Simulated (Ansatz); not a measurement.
`[AlH2][O][GaH][CH]=S`, relaxed with RKS PBE0-D4/def2-TZVP in the Gaussian-basis code of Ansatz from a GFN2-xTB geometry. The force threshold is 0.005 eV/Å; the program also tests the step.

Total charge 0; spin multiplicity 1.

Start:

```xyz
9

Al    0.336    1.789    1.880
O     0.433    0.650    0.657
Ga    0.523   -0.552   -0.647
C    -1.062   -1.536   -1.492
S    -0.571   -2.503   -2.685
H     0.986    1.481    3.235
H    -0.416    3.096    1.600
H     1.895   -0.946   -1.297
H    -2.124   -1.479   -1.252
```

```
         step  energy (eV)  largest force (eV/Å)  largest move (Å)
            1  -72944.7217                 0.840             0.000
            2  -72944.8245                 0.468             0.185
            3  -72944.8354                 0.533             0.133
            4  -72944.8376                 0.704             0.200
            5  -72944.8593                 0.127             0.069
            6  -72944.8626                 0.080             0.089
            7  -72944.8638                 0.033             0.056
            8  -72944.8644                 0.070             0.091
 9 (rejected)  -72944.8642                 0.080             0.043
           10  -72944.8649                 0.024             0.021
11 (rejected)  -72944.8646                 0.076             0.050
           12  -72944.8650                 0.010             0.025
           13  -72944.8651                 0.016             0.034
           14  -72944.8651                 0.011             0.004
           15  -72944.8651                 0.005             0.008
           16  -72944.8651                 0.005             0.007
           17  -72944.8651                 0.004             0.001
```

End:

```xyz
9

Al    0.253    1.695    1.805
O     0.416    0.616    0.531
Ga    0.650   -0.509   -0.813
C    -0.953   -1.520   -1.381
S    -0.842   -2.652   -2.524
H     0.481    1.165    3.280
H    -0.133    3.195    1.480
H     2.056   -0.659   -1.457
H    -1.928   -1.331   -0.922
```

Hardware: 4 threads of an Intel Xeon Platinum 8488C on a shared host. Wall time 80 s, peak host memory 0.68 GiB.
